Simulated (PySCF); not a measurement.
PySCF job for BBr2, SMILES Br[B-]Br (connectivity only; charge and spin as stated), charge -1, multiplicity 1, B3LYP-D3(BJ)/def2-SVPD. Geometry: B3LYP-D3(BJ)/def2-SVPD.

```python
import numpy as np
from pyscf import gto, scf, dft, df
from pyscf.hessian import thermo

mol = gto.M(
    atom='''
    B     0.00000000    0.00000000   -1.22622304
    Br    0.00000000    1.67616526    0.08758736
    Br    0.00000000   -1.67616526    0.08758736
    ''',
    basis='def2-SVPD',
    charge=-1,
    spin=0,
    max_memory=1600,
    verbose=3,
)
mf = dft.RKS(mol, xc='b3lyp').density_fit(auxbasis='def2-universal-jkfit')
mf.disp = 'd3bj'
mf.grids.level = 3
mf.conv_tol = 1e-11
mf.max_cycle = 100
mf.kernel()

# [left out here: the lines that compute and print the analytic Hessian (its translational invariance restored by hand, since the grid's response is missing), thermochemistry and intensities]
```

Output:

```
converged SCF energy = -5172.63757718702

WARN: DFTD3 does not support analytical Hessian, using finite difference


WARN: Mole.unit (angstrom) is changed to Bohr

Mode                                 0                   1                   2
Irrep
Freq [cm^-1]                      132.6446            369.5442            426.5498
Reduced mass [au]                  72.7423             11.8159             11.6000
Force const [Dyne/A]                0.7541              0.9507              1.2435
Char temp [K]                     190.8460            531.6918            613.7102
Normal mode                   x     y     z       x     y     z       x     y     z
       0   B                -0.00  0.00 -0.04   -0.00  0.29 -0.00    0.00 -0.00 -0.29
       1  Br                -0.00 -0.08  0.00    0.00 -0.02 -0.02    0.00  0.01  0.02
       2  Br                 0.00  0.08  0.00    0.00 -0.02  0.02   -0.00 -0.01  0.02
temperature 298.1500 [K]
pressure 101325.00 [Pa]
Rotational constants [GHz] 28.91695 1.12560 1.08343
Symmetry number 2
Zero-point energy (ZPE) 0.00212 [Eh]   5555.090 [J/mol]
                           tot       elec      trans        rot        vib
Entropy [J/mol/K]       298.761      0.000    172.843    105.587     20.330
Cv [J/mol/K]             45.311      0.000     12.472     12.472     20.368
Cp [J/mol/K]             53.626      0.000     20.786     12.472     20.368
Internal energy [J/mol]                      3718.434   3718.434   8964.623
Internal energy [Eh]   -5172.63133  -5172.63758
Enthalpy [J/mol]                             6197.391   3718.434   8964.623
Enthalpy [Eh]          -5172.63039
Gibbs free energy [J/mol]                  -45335.798 -27762.429   2903.196
Gibbs free energy [Eh] -5172.66431
mode   freq/cm-1   IR/(km/mol)
   1      132.64         3.859
   2      369.54       290.945
   3      426.55        26.701
max |gradient| / (hartree/bohr): 3.104785642558486e-05
APT charges: [ 0.5312 -0.7656 -0.7656]
```

The calculation finished and met its thresholds.
